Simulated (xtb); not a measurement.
H₄Ge, charge +1, doublet, from a rough starting geometry (a state made from the parent by changing its charge; the spin is typed, not shown lowest); GFN2-xTB in xtb.

Here is a job for xtb.
```
$ xtb mol.xyz --gfn 2 --chrg 1 --uhf 1 --opt vtight --json

# file mol.xyz
5

Ge     0.01268887     0.00579787    -0.00076195
H     -0.63662806    -0.84464988    -1.07516603
H      0.57176833    -0.85836645     1.10813276
H     -1.09148536     0.89826983     0.52582253
H      1.07579214     0.83223258    -0.60015649
```

What the program printed (banner, timings and long lists left out):

```
   ID    Z sym.   atoms
    1   32 Ge     1
    2    1 H      2-5

           -------------------------------------------------
          |                Calculation Setup                |
           -------------------------------------------------

           -------------------------------------------------
          |                 G F N 2 - x T B                 |
           -------------------------------------------------

          ...................................................
          :                      SETUP                      :
          :.................................................:
          :  # basis functions                  14          :
          :  # atomic orbitals                  13          :
          :  # shells                            7          :
          :  # electrons                         7          :
          :  max. iterations                   250          :
          :  Hamiltonian                  GFN2-xTB          :
          :  restarted?                      false          :
          :  GBSA solvation                  false          :
          :  PC potential                    false          :
          :  electronic temp.          300.0000000     K    :
          :  accuracy                    1.0000000          :
          :  -> integral cutoff          0.2500000E+02      :
          :  -> integral neglect         0.1000000E-07      :
          :  -> SCF convergence          0.1000000E-05 Eh   :
          :  -> wf. convergence          0.1000000E-03 e    :
          :  Broyden damping             0.4000000          :
          :  net charge                          1          :
          :  unpaired electrons                  1          :
          ...................................................

 iter      E             dE          RMSdq      gap      omega  full diag
   1     -3.3114289 -0.331143E+01  0.636E+00    6.65       0.0  T
   2     -3.3721536 -0.607247E-01  0.701E+00    7.99       1.0  T
   3     -3.3950852 -0.229317E-01  0.455E+00    7.78       1.0  T
   4     -3.4033682 -0.828299E-02  0.127E+00    7.64       1.0  T
   5     -3.4012219  0.214631E-02  0.273E+00    7.69       1.0  T
   6     -3.4032318 -0.200992E-02  0.121E+00    7.71       1.0  T
   7     -3.4034368 -0.204949E-03  0.110E+00    7.65       1.0  T
   8     -3.4036078 -0.170980E-03  0.883E-01    7.65       1.0  T
   9     -3.4039060 -0.298220E-03  0.417E-02    7.65       1.1  T
  10     -3.4039025  0.346311E-05  0.100E-01    7.65       1.0  T
  11     -3.4039062 -0.369556E-05  0.636E-03    7.65       7.0  T
  12     -3.4039062 -0.922184E-08  0.185E-03    7.65      24.1  T
  13     -3.4039062 -0.855715E-09  0.354E-04    7.65     126.2  T
  14     -3.4039062 -0.187672E-10  0.530E-05    7.65     844.3  T

   *** convergence criteria satisfied after 14 iterations ***

         :::::::::::::::::::::::::::::::::::::::::::::::::::::
         ::                     SUMMARY                     ::
         :::::::::::::::::::::::::::::::::::::::::::::::::::::
         :: total energy              -3.378915829731 Eh    ::
         :: gradient norm              0.022117986668 Eh/a0 ::
         :: HOMO-LUMO gap              7.652146541721 eV    ::
         ::.................................................::
         :: SCC energy                -3.403906181914 Eh    ::
         :: -> isotropic ES            0.116693637169 Eh    ::
         :: -> anisotropic ES         -0.005299910824 Eh    ::
         :: -> anisotropic XC          0.001569840917 Eh    ::
         :: -> dispersion             -0.000573345903 Eh    ::
         :: repulsion energy           0.024990352183 Eh    ::
         :: add. restraining           0.000000000000 Eh    ::
         :: total charge               1.000000000000 e     ::
         :::::::::::::::::::::::::::::::::::::::::::::::::::::

      -----------------------------------------------------------
     |                   =====================                   |
     |                        A N C O P T                        |
     |                   =====================                   |
     |               Approximate Normal Coordinate               |
     |                Rational Function Optimizer                |
      -----------------------------------------------------------
      -----------------------------------------------------------
     |                   =====================                   |
     |                        A N C O P T                        |
     |                   =====================                   |
     |               Approximate Normal Coordinate               |
     |                Rational Function Optimizer                |
      -----------------------------------------------------------

          ...................................................
          :                      SETUP                      :
          :.................................................:
          :   optimization level         verytight          :
          :   max. optcycles                   200          :
          :   ANC micro-cycles                  20          :
          :   degrees of freedom                 9          :
          :.................................................:
          :   RF solver                   davidson          :
          :   write xtbopt.log                true          :
          :   linear?                        false          :
          :   energy convergence         0.1000000E-06 Eh   :
          :   grad. convergence          0.2000000E-03 Eh/α :
          :   maxmium RF displ.          1.0000000          :
          :   Hlow (freq-cutoff)         0.1000000E-01      :
          :   Hmax (freq-cutoff)         5.0000000          :
          :   S6 in model hess.         20.0000000          :
          ...................................................

generating ANC from exact Hessian ...
Using Lindh-Hessian (1995)
[...]
 * total energy  :    -3.3789158 Eh     change       -0.6199485E-12 Eh
 * total energy  :    -3.3822427 Eh     change       -0.3326888E-02 Eh
 * total energy  :    -3.3859440 Eh     change       -0.3701272E-02 Eh
 * total energy  :    -3.3870575 Eh     change       -0.1113463E-02 Eh
 * total energy  :    -3.3885611 Eh     change       -0.1503598E-02 Eh
 * total energy  :    -3.3893250 Eh     change       -0.7639533E-03 Eh
 * total energy  :    -3.3893810 Eh     change       -0.5597583E-04 Eh
 * total energy  :    -3.3894237 Eh     change       -0.4272066E-04 Eh
 * total energy  :    -3.3894260 Eh     change       -0.2324259E-05 Eh
 * total energy  :    -3.3894263 Eh     change       -0.2564677E-06 Eh
 * total energy  :    -3.3894263 Eh     change       -0.6660614E-07 Eh
   *** GEOMETRY OPTIMIZATION CONVERGED AFTER 11 ITERATIONS ***
[...]
          :  max. iterations                   250          :
          :  Hamiltonian                  GFN2-xTB          :
          :  restarted?                      false          :
          :  GBSA solvation                  false          :
          :  PC potential                    false          :
          :  electronic temp.          300.0000000     K    :
          :  accuracy                    1.0000000          :
          :  -> integral cutoff          0.2500000E+02      :
          :  -> integral neglect         0.1000000E-07      :
          :  -> SCF convergence          0.1000000E-05 Eh   :
          :  -> wf. convergence          0.1000000E-03 e    :
          :  Broyden damping             0.4000000          :
          :  net charge                          1          :
          :  unpaired electrons                  1          :
          ...................................................

 iter      E             dE          RMSdq      gap      omega  full diag
   1     -3.4087433 -0.340874E+01  0.161E-05    5.33       0.0  T
   2     -3.4087433 -0.333067E-13  0.915E-06    5.33    4888.2  T
   3     -3.4087433 -0.843769E-14  0.207E-06    5.33   21618.1  T

   *** convergence criteria satisfied after 3 iterations ***

         :::::::::::::::::::::::::::::::::::::::::::::::::::::
         ::                     SUMMARY                     ::
         :::::::::::::::::::::::::::::::::::::::::::::::::::::
         :: total energy              -3.389426348499 Eh    ::
         :: gradient norm              0.000048635258 Eh/a0 ::
         :: HOMO-LUMO gap              5.325390349946 eV    ::
         ::.................................................::
         :: SCC energy                -3.408743280922 Eh    ::
         :: -> isotropic ES            0.115362414331 Eh    ::
         :: -> anisotropic ES         -0.008422745120 Eh    ::
         :: -> anisotropic XC          0.001736692552 Eh    ::
         :: -> dispersion             -0.000574366385 Eh    ::
         :: repulsion energy           0.019316932423 Eh    ::
         :: add. restraining           0.000000000000 Eh    ::
         :: total charge               1.000000000241 e     ::
         :::::::::::::::::::::::::::::::::::::::::::::::::::::

           -------------------------------------------------
          |                Property Printout                |
           -------------------------------------------------

    * Orbital Energies and Occupations

         #    Occupation            Energy/Eh            Energy/eV
      -------------------------------------------------------------
         1        2.0000           -0.9151875             -24.9035
         2        2.0000           -0.7047836             -19.1781
         3        2.0000           -0.7047624             -19.1776
         4        1.0000           -0.6690272             -18.2052 (HOMO)
         5                         -0.4733227             -12.8798 (LUMO)
         6                         -0.3868133             -10.5257
         7                         -0.3745105             -10.1910
         8                         -0.3744728             -10.1899
         9                         -0.3127785              -8.5111
        10                         -0.0480553              -1.3077
        11                          0.5238434              14.2545
        12                          0.5241245              14.2622
        13                          0.7858881              21.3851
      -------------------------------------------------------------
                  HL-Gap            0.1957045 Eh            5.3254 eV
             Fermi-level           -0.6288729 Eh          -17.1125 eV

     #   Z          covCN         q      C6AA      α(0)
     1  32 Ge       3.717     0.143   168.916    23.334
     2   1 H        0.929     0.214     1.028     1.586
     3   1 H        0.929     0.214     1.028     1.586
     4   1 H        0.929     0.214     1.028     1.586
     5   1 H        0.929     0.214     1.028     1.586

 Mol. C6AA /au·bohr⁶  :        289.936131
 Mol. C8AA /au·bohr⁸  :      19245.554416
 Mol. α(0) /au        :         29.676592

Wiberg/Mayer (AO) data.
largest (>0.10) Wiberg bond orders for each atom

 ---------------------------------------------------------------------------
     #   Z sym  total        # sym  WBO       # sym  WBO       # sym  WBO
 ---------------------------------------------------------------------------
     1  32 Ge   2.920 --     2 H    0.730     5 H    0.730     4 H    0.730
                             3 H    0.730
     2   1 H    0.934 --     1 Ge   0.730     3 H    0.152
     3   1 H    0.934 --     1 Ge   0.730     2 H    0.152
     4   1 H    0.934 --     1 Ge   0.730     5 H    0.152
     5   1 H    0.934 --     1 Ge   0.730     4 H    0.152
 ---------------------------------------------------------------------------

Topologies differ in total number of bonds
Writing topology from bond orders to xtbtopo.mol

molecular dipole:
                 x           y           z       tot (Debye)
 q only:       -0.026       0.013      -0.016
   full:       -0.026       0.013      -0.016       0.083
molecular quadrupole (traceless):
                xx          xy          yy          xz          yz          zz
 q only:        0.914      -0.059      -1.826       0.002       0.047       0.913
  q+dip:        1.173      -0.076      -2.344       0.003       0.060       1.171
   full:        0.102      -0.007      -0.202       0.002       0.005       0.100

optimized geometry written to: xtbopt.xyz

           -------------------------------------------------
          | TOTAL ENERGY               -3.389426348499 Eh   |
          | GRADIENT NORM               0.000048635258 Eh/α |
          | HOMO-LUMO GAP               5.325390349946 eV   |
           -------------------------------------------------

normal termination of xtb
```
